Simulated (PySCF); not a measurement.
HfO2, charge -1, sextet, at a GFN2-xTB geometry of the parent state (such geometries of metal compounds can be far from the true shape) (the multiplicity is a formal guess) (core potentials on Hf) (a gas-phase anion, which may not be bound at this level); PySCF with R2SCAN/def2-SV(P).

Here is a job for PySCF.
```python
from pyscf import gto, scf, dft

mol = gto.Mole()
mol.atom = '''
    Hf    0.07930449   -0.00091257    0.09359019
    O     0.87529993    0.28197236   -1.46253691
    O    -1.58904031   -0.27375928    0.62022524
'''
mol.basis = 'def2-sv(p)'
mol.ecp = {'Hf': 'def2-sv(p)'}
mol.charge = -1
mol.spin = 5
mol.verbose = 4
mol.build()

mf = dft.ROKS(mol)
mf.xc = 'r2scan'
mf.kernel()
```

### Question
What does PySCF print? Leave out banner, timings and long lists.

### Answer

```
PySCF version 2.14.0

[INPUT] verbose = 4
[INPUT] num. atoms = 3
[INPUT] num. electrons = 29
[INPUT] charge = -1
[INPUT] spin (= nelec alpha-beta = 2S) = 5
[INPUT] symmetry False subgroup None
[INPUT] Mole.unit = angstrom
[INPUT] Symbol           X                Y                Z      unit          X                Y                Z       unit  Magmom
[...]
nuclear repulsion = 67.7255686924449
number of shells = 23
number of NR pGTOs = 98
number of NR cGTOs = 53
basis = def2-sv(p)
ecp = {'Hf': 'def2-sv(p)'}

******** <class 'pyscf.dft.roks.ROKS'> ********
method = ROKS
initial guess = minao
damping factor = 0
level_shift factor = 0
DIIS = <class 'pyscf.scf.diis.CDIIS'>
diis_start_cycle = 1
diis_space = 8
diis_damp = 0
SCF conv_tol = 1e-09
SCF conv_tol_grad = None
SCF max_cycles = 50
direct_scf = True
direct_scf_tol = 1e-13
num. doubly occ = 12  num. singly occ = 5
XC library pyscf.dft.libxc version 7.1.2
    S. Lehtola, C. Steigemann, M. J. T. Oliveira, and M. A. L. Marques,  SoftwareX 7, 1–5 (2018)
XC functionals = r2scan
    J. W. Furness, A. D. Kaplan, J. Ning, J. P. Perdew, and J. Sun,  J. Phys. Chem. Lett. 11, 8208–8215 (2020)
    J. W. Furness, A. D. Kaplan, J. Ning, J. P. Perdew, and J. Sun,  J. Phys. Chem. Lett. 11, 9248–9248 (2020)
    J. W. Furness, A. D. Kaplan, J. Ning, J. P. Perdew, and J. Sun,  J. Phys. Chem. Lett. 11, 8208–8215 (2020)
    J. W. Furness, A. D. Kaplan, J. Ning, J. P. Perdew, and J. Sun,  J. Phys. Chem. Lett. 11, 9248–9248 (2020)
radial grids:
    Treutler-Ahlrichs [JCP 102, 346 (1995); DOI:10.1063/1.469408] (M4) radial grids

becke partition: Becke, JCP 88, 2547 (1988); DOI:10.1063/1.454033
pruning grids: <function nwchem_prune>
grids dens level: 3
symmetrized grids: False
atomic radii adjust function: <function treutler_atomic_radii_adjust>
small_rho_cutoff = 0
Set gradient conv threshold to 3.16228e-05
tot grids = 51960
init E= -185.627498068566
[...]
cycle= 1 E= -197.642809138653  delta_E=  -12  |g|= 0.919  |ddm|= 5.38
[...]
cycle= 2 E= -197.322160211781  delta_E= 0.321  |g|= 1.27  |ddm|=  4.4

WARN: HOMO 0.213337177943245 >= LUMO 0.116421364590818

cycle= 3 E= -197.944239043767  delta_E= -0.622  |g|= 0.177  |ddm|= 3.66
[...]
cycle= 4 E= -198.024054739432  delta_E= -0.0798  |g|= 0.236  |ddm|= 1.79
[...]
cycle= 5 E= -197.848877577143  delta_E= 0.175  |g|= 0.787  |ddm|= 0.607
[...]
cycle= 6 E= -198.048544955799  delta_E= -0.2  |g|= 0.0814  |ddm|= 1.01
[...]
[...]
[...]
cycle= 22 E= -198.050668017466  delta_E= -4.39e-05  |g|= 0.0317  |ddm|= 0.141
[...]
cycle= 23 E= -198.050151781516  delta_E= 0.000516  |g|= 0.0336  |ddm|= 0.459
[...]
cycle= 24 E= -198.050463615989  delta_E= -0.000312  |g|= 0.034  |ddm|= 0.33
[...]
cycle= 25 E= -198.05024838819  delta_E= 0.000215  |g|= 0.0365  |ddm|= 0.123
[...]
cycle= 26 E= -198.050328482145  delta_E= -8.01e-05  |g|= 0.0331  |ddm|= 0.0189
[...]
cycle= 27 E= -198.050270642573  delta_E= 5.78e-05  |g|= 0.043  |ddm|= 0.118
[...]
cycle= 28 E= -198.048727076222  delta_E= 0.00154  |g|= 0.0464  |ddm|= 0.828
[...]
cycle= 29 E= -198.048937439089  delta_E= -0.00021  |g|= 0.0461  |ddm|= 0.0398
[...]
cycle= 30 E= -198.049005244205  delta_E= -6.78e-05  |g|= 0.0444  |ddm|= 0.0127
[...]
cycle= 31 E= -198.049281935265  delta_E= -0.000277  |g|= 0.037  |ddm|= 0.0545
[...]
cycle= 32 E= -198.049157090527  delta_E= 0.000125  |g|= 0.0388  |ddm|= 0.122
[...]
cycle= 33 E= -198.049802226985  delta_E= -0.000645  |g|= 0.0489  |ddm|= 0.892
[...]
cycle= 34 E= -198.050236710579  delta_E= -0.000434  |g|= 0.0394  |ddm|= 0.114
[...]
cycle= 35 E= -198.050442386134  delta_E= -0.000206  |g|= 0.0326  |ddm|= 0.695
[...]
cycle= 36 E= -198.050519725357  delta_E= -7.73e-05  |g|= 0.0342  |ddm|= 0.593
[...]
cycle= 37 E= -198.050685018071  delta_E= -0.000165  |g|= 0.0321  |ddm|= 0.156
[...]
cycle= 38 E= -198.050674545606  delta_E= 1.05e-05  |g|= 0.0316  |ddm|= 0.213
[...]
cycle= 39 E= -198.050649813979  delta_E= 2.47e-05  |g|= 0.0311  |ddm|= 0.0818
[...]
cycle= 40 E= -198.049181695404  delta_E= 0.00147  |g|= 0.038  |ddm|= 0.916
[...]
cycle= 41 E= -198.049173440882  delta_E= 8.25e-06  |g|= 0.0382  |ddm|= 0.0567
[...]
cycle= 42 E= -198.049165229401  delta_E= 8.21e-06  |g|= 0.0388  |ddm|= 0.024
[...]
cycle= 43 E= -198.050280212881  delta_E= -0.00111  |g|= 0.0368  |ddm|= 0.671
[...]
cycle= 44 E= -198.050455399705  delta_E= -0.000175  |g|= 0.0337  |ddm|= 0.797
[...]
cycle= 45 E= -198.049346168111  delta_E= 0.00111  |g|= 0.0381  |ddm|= 0.684
[...]
cycle= 46 E= -198.0497472916  delta_E= -0.000401  |g|= 0.0364  |ddm|= 0.293
[...]
cycle= 47 E= -198.049158909281  delta_E= 0.000588  |g|= 0.0389  |ddm|= 0.463
[...]
cycle= 48 E= -198.050349215861  delta_E= -0.00119  |g|= 0.0359  |ddm|= 0.954
[...]
cycle= 49 E= -198.050762716319  delta_E= -0.000414  |g|= 0.0293  |ddm|= 0.518
[...]
cycle= 50 E= -198.049179282485  delta_E= 0.00158  |g|= 0.038  |ddm|= 0.964
SCF not converged.
SCF energy = -198.049179282485
```

The run did not converge; its last values are not results.
